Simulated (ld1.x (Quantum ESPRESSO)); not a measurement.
## Pseudopotential generation for Cl: PAW, PBE, scalar-relativistic.

Input for ld1.x (Quantum ESPRESSO) 7.5:

```
&input
   title='Cl', zed=17., rel=1, dft='PBE', iswitch=3,
   config='[Ne] 3s2 3p4.5 3d-2',
   nld=3, rlderiv=1.60, eminld=-4.0, emaxld=5.0, deld=0.02
 /
 &inputp
   pseudotype=3, lpaw=.true., tm=.true., lloc=-2, rcloc=1.15,
   nlcc=.true., new_core_ps=.true., rcore=0.95,
   which_augfun='PSQ', rmatch_augfun_nc=.true.,
   file_pseudopw='Cl.UPF', file_wfcaegen='ae.wfc', file_wfcncgen='nc.wfc', file_beta='beta', file_chi='chi', file_wfcusgen='us.wfc'
 /
6
3S  1  0   2.00   0.00  0.85  1.10  0.0
3S  1  0   0.00   3.25  0.85  1.10  0.0
3P  2  1   4.50   0.00  1.30  1.45  0.0
3P  2  1   0.00   0.20  1.30  1.45  0.0
3D  3  2  -2.00  -0.10  1.05  1.15  0.0
3D  3  2  -2.00   1.50  1.05  1.15  0.0
 &test
   configts(1)='3s2 3p4.5'
 /
```

Command:

```bash
ld1.x < Cl.in > Cl.out
```

Resulting log (shortened: banner, matrices, multipoles, cross overlaps and the repeated all-electron block are left out):

```
Program LD1 v.7.5
     --------------------------- All-electron run ----------------------------

     Cl
     scalar relativistic calculation

     atomic number is 17.00
     dft =PBE   lsd =0 sic =0 latt =0  beta=0.20 tr2=1.0E-14
     Exchange-correlation= PBE
                           (   1   4   3   4   0   0   0)
     mesh =1157 r(mesh) = 101.16842 a.u. xmin = -7.00 dx = 0.01250
     1 Ry =  13.60569312 eV, c = 137.03599908

     n l     nl                  e(Ry)          e(Ha)          e(eV)
     1 0     1S 1( 2.00)      -202.6742      -101.3371     -2757.5227
     2 0     2S 1( 2.00)       -19.0220        -9.5110      -258.8070
     2 1     2P 1( 6.00)       -14.5345        -7.2672      -197.7516
     3 0     3S 1( 2.00)        -1.9250        -0.9625       -26.1906
     3 1     3P 1( 4.50)        -1.0150        -0.5075       -13.8095

     final scf error:  5.7E-15 reached in  24 iterations

     Etot =    -922.457888 Ry,    -461.228944 Ha,  -12550.678939 eV

     Ekin =     926.632412 Ry,     463.316206 Ha,   12607.476235 eV
     Encl =   -2193.057126 Ry,   -1096.528563 Ha,  -29838.062264 eV
     Eh   =     399.766876 Ry,     199.883438 Ha,    5439.105438 eV
     Exc  =     -55.800049 Ry,     -27.900025 Ha,    -759.198348 eV

     normalization and overlap integrals

     s(1S/1S) =  1.000000  <r> =   0.0910  <r2> =    0.0111  r(max) =   0.0596
     s(2S/2S) =  1.000000  <r> =   0.4441  <r2> =    0.2344  r(max) =   0.3603
     s(2P/2P) =  1.000000  <r> =   0.4068  <r2> =    0.2063  r(max) =   0.3025
     s(3S/3S) =  1.000000  <r> =   1.5130  <r2> =    2.6549  r(max) =   1.2735
     s(3P/3P) =  1.000000  <r> =   1.7691  <r2> =    3.7303  r(max) =   1.4075

     ------------------------ End of All-electron run ------------------------

     --------------------- Generating PAW atomic setup --------------------

      Generating local potential from pseudized AE potential:
      Matching radius rcloc =   1.1500
      Enforcing V''(0)=0 (lloc=-2)

      Local pseudo, rcloc= 1.152 Estimated cut-off energy=    22.44 Ry

      Computing core charge for nlcc:

       r > 0.96 : true rho core
      Core charge pseudized with two Bessel functions
      Integrated core pseudo-charge :   3.07
      Wfc-us  3S rcutus= 1.096  Estimated cut-off energy=    34.82 Ry
      Wfc-us  3S rcutus= 1.096  Estimated cut-off energy=    42.32 Ry
      Wfc-us  3P rcutus= 1.443  Estimated cut-off energy=    36.08 Ry
      Wfc-us  3P rcutus= 1.443  Estimated cut-off energy=    38.48 Ry
      Wfc-us  3D rcutus= 1.152  Estimated cut-off energy=    80.45 Ry
      Wfc-us  3D rcutus= 1.152  Estimated cut-off energy=    83.01 Ry

     Required augmentation: PSQ   radius:    1.450000

     Q pseudized with Bessel functions
     Expected ecutrho=     380.1902 due to l1=  2   l2=  2

     Estimated PAW energy =  -78.792880 Ryd

     ------------------- End of pseudopotential generation -------------------

     Computing logarithmic derivative in   1.60489
     Computing logarithmic derivative in   1.60489
     Computing the partial wave expansion
     R is outside the sphere for l=    0 j= 0.00
     R is outside the sphere for l=    0 j= 0.00
     R is outside the sphere for l=    1 j= 0.00
     R is outside the sphere for l=    1 j= 0.00
     R is outside the sphere for l=    2 j= 0.00
     R is outside the sphere for l=    2 j= 0.00

     ---------------------- Testing the pseudopotential ----------------------

     Cl
     scalar relativistic calculation

     atomic number is 17.00   valence charge is  7.00
     dft = SLA  PW   PBX  PBC   lsd =0 sic =0 latt =0  beta=0.20 tr2=1.0E-14
     mesh =1157 r(mesh) = 101.16842 xmin = -7.00 dx = 0.01250

     n l     nl             e AE (Ry)        e PS (Ry)    De AE-PS (Ry)
     1 0     3S   1( 2.00)       -1.92498       -1.92500        0.00002
     2 1     3P   1( 4.50)       -1.01498       -1.01499        0.00001

     eps = 1.3E-17  iter =  4

     Etot =    -922.457888 Ry,    -461.228944 Ha,  -12550.678939 eV
     Etotps =   -78.792943 Ry,     -39.396472 Ha,   -1072.032609 eV

     Ekin =      37.561705 Ry,      18.780852 Ha,     511.053026 eV
     Encl =     -83.235983 Ry,     -41.617991 Ha,   -1132.483239 eV
     Ehrt =      22.681379 Ry,      11.340689 Ha,     308.595876 eV
     Ecxc =     -55.800044 Ry,     -27.900022 Ha,    -759.198273 eV
     (Ecc =      -5.831785 Ry,      -2.915893 Ha,     -79.345477 eV)

     ---------------------- End of pseudopotential test ----------------------
```

Generation and configuration tests took about 1.6 s on one core of a shared server CPU.
